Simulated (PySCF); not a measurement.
Compound: K2.
SMILES: `[K][K]`

Level of theory: PBE0-D3(BJ)/def2-TZVP geometry optimisation, gas phase (PySCF 2.14.0).

Take the most abundant isotopes and a rigid rotor. 

(1) What are the moment of inertia and the rotational constant?

(2) List the first levels of a rigid rotor in a Σ state.

(3) Has it a pure rotational spectrum?

Results:

(1) I = 313.924 u·Å², B = 505379 MHz·u·Å²/I = 1610 MHz (0.0537 cm⁻¹, or 0.077 K as hB/k). For two atoms I = μr² with μ = 19.4819 u and r = 4.0142 Å.

(2) E(J) = BJ(J+1): J = 1: 0.107, J = 2: 0.322, J = 3: 0.644, J = 4: 1.074, J = 5: 1.611, J = 6: 2.255 cm⁻¹.

(3) Not by electric dipole: D∞h allows no dipole (computed 0.00 D). Rotational Raman lines (ΔJ = 2) lie at B(4J + 6), spaced by 4B = 0.215 cm⁻¹, with nuclear-spin weights that differ between even and odd J.

Whether it is a minimum is left open (no frequencies). Constants of a rigid frame at the computed geometry: no zero-point averaging, no centrifugal distortion.
